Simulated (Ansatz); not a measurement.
**Ligand exchange: BH(CH3)F + GaH2(SH) → BH(CH3)(SH) + GaH2F**

Species: BH(CH3)F, singlet; GaH2(SH), singlet; BH(CH3)(SH), singlet; GaH2F `[F][GaH2]`, singlet. The partners trade F for SH: B–F and Ga–SH bonds give way to B–SH and Ga–F.

Shapes, held fixed at every level: PBE0-D4/def2-TZVP. Flexible molecules stand in one conformer, not always the lowest. Programs: Ansatz 0.2.0. The zero-point and thermal change to 298 K, harmonic and unscaled (PBE0-D4/def2-TZVP), is -0.5 kJ/mol.

Question: Estimate ΔH(298 K) of this reaction.

Answer: The highest level, CCSD(T)/def2-TZVPP, gives ΔH(298 K) = +57.9 kJ/mol; the levels span +53.4 to +64.2. The column of differences is taken from that level and isn't an error. No measured value is set beside it here. Relativity is left out for Ga unless named. Correlated rows may include outer-core shells of Ga, which these sets cover unevenly. Times are processor times on shared x86 and Arm servers, and rough.

| level | kind | ΔH(298 K) (kJ/mol) | less CCSD(T)/def2-TZVPP | CPU time (sum over the molecules) |
| --- | --- | --- | --- | --- |
| SPW92/def2-TZVPP | LDA | +59.9 | +2.0 | 7.2 s |
| PBE-D4/def2-TZVPP | GGA | +53.4 | -4.5 | 15 s |
| BHLYP-D4/def2-TZVPP | global hybrid | +64.2 | +6.3 | 15 s |
| PBE0-D4/def2-TZVPP | global hybrid | +58.6 | +0.7 | 16 s |
| B2PLYP/def2-TZVPP | double hybrid | +57.4 | -0.5 | 24 s |
| CCSD/def2-SVP | coupled cluster or CI | +57.9 | 0.0 | – |
| CCSD(T)/def2-TZVPP | coupled cluster or CI | +57.9 | 0.0 | 1.7 min |
